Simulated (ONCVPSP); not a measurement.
## Varying the ONCV potential for germanium

Base potential:

```json
{
 "Element": "germanium (Ge)",
 "Generator": "ONCVPSP 4.0.1",
 "Type": "optimised norm-conserving Vanderbilt (ONCV)",
 "Functional": "PBE",
 "Relativity": "non-relativistic",
 "Frozen core": "[Ar] 3d10",
 "Valence charge": "4",
 "Reference configuration": "4s2 4p2",
 "Partial waves": "4s: rc 1.95 bohr, ncon 3, nbas 8, qcut 4 1/bohr, 2 projectors, debl 2.9 Ha; 4p: rc 2.45 bohr, ncon 5, nbas 9, qcut 3.4 1/bohr, 2 projectors, debl 2.3 Ha; d scattering state at 0.21 Ha: rc 2.35 bohr, ncon 5, nbas 8, qcut 4 1/bohr, 2 projectors, debl 2.2 Ha",
 "Local potential": "polynomial inside 1.30 bohr (lpopt 5, dvloc0 2 Ha)",
 "Core correction": "Teter function fitted to the true core (icmod 2), fcfact 0.25"
}
```

Cutoffs, loose and tight: the cutoffs (Ha) at which the residual kinetic energy of the hardest occupied pseudo-wave falls to 1 and 0.1 mHa per electron. They do not see the model core or the augmentation charge, which bear on the density cutoff. Test errors are all-electron minus pseudo excitation energies from the reference, over the configurations 4s2 4p1; 4s2 4p0; 4s1 4p0; 4s0 4p4. A dash means not determined; rows that change the core or the reference have their own tests.

For the base: The cutoffs count occupied waves only; projector 2 of the d channel, the hardest unoccupied one, needs 52 Ha at the loose tolerance.

A true bound ghost makes a file unfit for plane-wave use even where its test errors are small: the radial tests pick states by their node count and pass the ghost by.

```csv
change,outcome,"cutoff, loose","cutoff, tight",bound ghosts,GHOST(+) flags above zero,largest test error (meV)
base,generated,6.8 Ha,15 Ha,none,"s, d",-196
"d: ncon 3, nbas 6",generated,6.8 Ha,15 Ha,none,s,-196
p: qcut 5,generated,6.8 Ha,13 Ha,none,"s, d",-171
s: qcut 3.7; p: qcut 3.1; d: qcut 3.7,generated,6.5 Ha,32 Ha,none,"s, d",-204
s: debl 1.05,generated,6.8 Ha,15 Ha,none,"s, d",-196
"core correction Teter function fitted to the true core (icmod 2), fcfact 1",generated,6.8 Ha,15 Ha,none,"s, d",-151
"local potential polynomial inside 1.80 bohr (lpopt 5, dvloc0 6 Ha)",generated,6.8 Ha,15 Ha,none,d,-196
s: rc 2.88,generated,4.5 Ha,15 Ha,none,"s, d",-280
s: qcut 5.5,"failed: ERROR pspot: first pseudo wave function has node, program will stop",–,–,–,–,–
"all radii but the core radius scaled by about 0.92 (s 1.78, p 2.24, d 2.16 bohr); local potential polynomial inside 1.20 bohr (lpopt 5, dvloc0 2 Ha)",generated,7.3 Ha,28 Ha,d,"s, d",-175
```
